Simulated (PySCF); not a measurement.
Molecule: SMILES ClCC1=C[C@@H](Cl)C(Cl)=C1, C6H5Cl3.

Geometry (Å), atoms numbered from 1 in this order:
```xyz
14

Cl    2.814    1.117   -0.957
C     2.111   -0.092    0.175
C     0.633   -0.066    0.057
C    -0.163   -1.000   -0.489
C    -1.584   -0.547   -0.422
Cl   -2.584   -1.668    0.554
C    -1.464    0.795    0.245
Cl   -2.827    1.758    0.562
C    -0.177    1.060    0.511
H     2.440    0.198    1.173
H     2.522   -1.062   -0.100
H     0.122   -1.948   -0.903
H    -2.064   -0.487   -1.401
H     0.222    1.942    0.973
```

Frames of a GFN2-xTB Langevin trajectory at 200 K; GIAO PBE0/pcSseg-1 shieldings in PySCF 2.14, gas phase, non-relativistic; equivalent atoms averaged within each frame.

Chemical shifts δ = σref − σ; ³⁵Cl (949.78 ppm) vs HCl; ¹³C (186.93 ppm) and ¹H (31.72 ppm) vs TMS, all at this level. The references are static minima.

Q: How do the shifts (ppm) fluctuate along the trajectory?

A: 
```csv
time (fs),Cl8,Cl1,Cl6,C7,C3,C9,C4,C5,C2,H14
optimised geometry,200,137,138,156.9,151.9,138.1,140.5,67.7,47.1,6.51
250,228,125,103,161.7,150.3,147.9,145.0,62.2,45.1,6.51
425,220,232,178,159.0,150.0,139.5,154.0,75.3,44.7,6.61
625,180,133,137,151.4,162.7,129.0,144.7,73.0,40.9,6.22
800,199,181,62,147.1,156.7,137.0,154.3,60.3,43.9,6.35
1000,216,153,160,155.0,163.8,144.7,153.6,72.5,48.9,6.73
mean of frames,208,165,128,154.8,156.7,139.6,150.3,68.7,44.7,6.48
standard deviation,19,43,46,5.8,6.6,7.3,5.0,6.9,2.9,0.20
```

5 frames give an uncertainty of the mean of about the standard deviation over 2.2 at best, since frames this close in time may not be independent; classical motion lacks zero-point vibration, and the reference would need the same averaging.
